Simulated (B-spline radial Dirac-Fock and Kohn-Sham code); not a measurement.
Z = 81 (thallium), transition energy 89.5 keV. The computed values come from a radial atomic solver: a Dirac-Hartree-Slater potential of the neutral atom with a Latter tail (no hole, which puts coefficients of high multipoles low close above an edge), finite nucleus with surface currents. Subshells that would emit electrons below 1 keV are left out.

Q: A pure transition shows α(K) = 0.0565, L1/L2 = 0.0328 and L1/L3 = 0.0469. What is its multipolarity?
A. E4
B. M1
C. M2
D. E1
E. E2
F. M3
G. M4
H. E3

A: A. For comparison, α(K), L1/L2, L1/L3 are E1 0.448, 2.29, 2.22; E2 0.516, 0.0393, 0.0469; E3 0.216, 0.0305, 0.0413; M1 9.80, 9.50, 110; M2 68.9, 8.88, 3.73; M3 107, 6.80, 0.605; M4 60.8, 5.40, 0.241.
